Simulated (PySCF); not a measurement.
PySCF input file for ReOCl₃, SMILES [Cl][Re]([Cl])([Cl])=[O] (connectivity only; charge and spin as stated), neutral, multiplicity 3, IEF-PCM-ωB97X/def2-SVP. Coordinates come from a r2SCAN-D4/def2-SVP optimisation. The multiplicity is an assumed one; other spin states were not compared. The def2 effective core potentials stand for the cores of Re; spin–orbit coupling is left out.

```python
import numpy as np
from pyscf import gto, scf, dft
from pyscf.solvent import pcm

mol = gto.M(
    atom='''
    Re    0.00000000    0.00000000   -0.25907966
    O     0.00000001    0.00000001   -1.94463732
    Cl    1.78673269    1.03157060    0.68604066
    Cl   -1.78673270    1.03157060    0.68604064
    Cl   -0.00000001   -2.06314121    0.68604064
    ''',
    basis='def2-SVP',
    ecp={'Re': 'def2-svp'},
    charge=0,
    spin=2,
    max_memory=1600,
    verbose=3,
)
mf = dft.UKS(mol, xc='wb97x').density_fit(auxbasis='def2-universal-jkfit')
mf.grids.level = 3
mf.conv_tol = 1e-9
mf.max_cycle = 100
mf.kernel()
fine, coarse = mf.grids, dft.Grids(mol).set(level=1).build(with_non0tab=True)
for _ in range(3):  # follow internal instabilities
    mf.grids = coarse
    mo, _, stable, _ = mf.stability(return_status=True, nroots=4)
    mf.grids = fine
    if stable:
        break
    mf.kernel(mf.make_rdm1(mo, mf.mo_occ))
res = {}
for name, eps in {'water': 78.355, 'ethanol': 24.852, 'ethylethanoate': 5.9867}.items():
    s = mf.PCM()
    s.with_solvent.method, s.with_solvent.eps, s.with_solvent.lebedev_order = 'IEF-PCM', eps, 29
    s.kernel(mf.make_rdm1())
    res[name] = (s.e_tot, eps, s.dip_moment(), s.mo_energy, s.converged)
    print(f'{name}: electrostatic solvation free energy {(s.e_tot - mf.e_tot) * 627.509474:.3f} kcal/mol')
```

Log of the run:

```

WARN: HOMO -0.425087307942002 >= LUMO -0.425089429961956

converged SCF energy = -1533.73732223714  <S^2> = 2.0083165  2S+1 = 3.0055392
<class 'pyscf.df.df_jk.DFUKS'> wavefunction is stable in the internal stability analysis

WARN: PCM is an experimental feature. It is still in testing.
Features and APIs may be changed in the future.

converged SCF energy = -1533.74164805036  <S^2> = 2.0081782  2S+1 = 3.0054472
Dipole moment(X, Y, Z, Debye):  0.00000,  0.00025, -0.22104
water: electrostatic solvation free energy -2.714 kcal/mol

WARN: PCM is an experimental feature. It is still in testing.
Features and APIs may be changed in the future.

converged SCF energy = -1533.74143241596  <S^2> = 2.0081851  2S+1 = 3.0054517
Dipole moment(X, Y, Z, Debye):  0.00000,  0.00009, -0.21097
ethanol: electrostatic solvation free energy -2.579 kcal/mol

WARN: PCM is an experimental feature. It is still in testing.
Features and APIs may be changed in the future.

converged SCF energy = -1533.74055174722  <S^2> = 2.0082137  2S+1 = 3.0054708
Dipole moment(X, Y, Z, Debye):  0.00000, -0.00038, -0.17201
ethylethanoate: electrostatic solvation free energy -2.027 kcal/mol
```

Self-consistency was reached.
